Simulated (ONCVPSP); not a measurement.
# Which change was made? (F, ONCV)

- Element: fluorine (F)
- Generator: ONCVPSP 4.0.1
- Type: optimised norm-conserving Vanderbilt (ONCV)
- Functional: PBEsol
- Relativity: scalar-relativistic
- Frozen core: [He]
- Valence charge: 7
- Reference configuration: 2s2 2p5
- Partial waves: 2s: rc 0.75 bohr, ncon 4, nbas 8, qcut 7.3 1/bohr, 1 projector; 2p: rc 1.05 bohr, ncon 5, nbas 10, qcut 10.5 1/bohr, 1 projector
- Local potential: polynomial inside 0.70 bohr (lpopt 5, dvloc0 4 Ha)
- Core correction: none

Cutoffs, loose and tight: the cutoffs (Ha) at which the residual kinetic energy of the hardest occupied pseudo-wave falls to 1 and 0.1 mHa per electron. They do not see the model core or the augmentation charge, which bear on the density cutoff. Test errors are all-electron minus pseudo excitation energies from the reference, over the configurations 2s2 2p4; 2s2 2p3; 2s2 2p2; 2s2 2p1; variants that change the core or the reference have their own tests.

The base gives: outcome: generated; cutoff, loose: 251 Ha; cutoff, tight: 312 Ha; bound ghosts: none; GHOST(+) flags above zero: none; largest test error (meV): +917.

Q: After one change the result is: outcome: generated; cutoff, loose: 281 Ha; cutoff, tight: 328 Ha; bound ghosts: none; GHOST(+) flags above zero: none; largest test error (meV): +1698. Which change was it?
A. s: qcut 10.1; p: qcut 14.5
B. s: qcut 5.9; p: qcut 8.5
C. s: qcut 8.4; p: qcut 12.1
D. s: qcut 4.9; p: qcut 7

A: D. The others give: s: qcut 8.4; p: qcut 12.1 → outcome: generated; cutoff, loose: 148 Ha; cutoff, tight: 296 Ha; bound ghosts: none; GHOST(+) flags above zero: none; largest test error (meV): +699 | s: qcut 10.1; p: qcut 14.5 → outcome: generated; cutoff, loose: 67 Ha; cutoff, tight: 242 Ha; bound ghosts: none; GHOST(+) flags above zero: none; largest test error (meV): +498 | s: qcut 5.9; p: qcut 8.5 → outcome: generated; cutoff, loose: 275 Ha; cutoff, tight: 324 Ha; bound ghosts: none; GHOST(+) flags above zero: none; largest test error (meV): +1317.
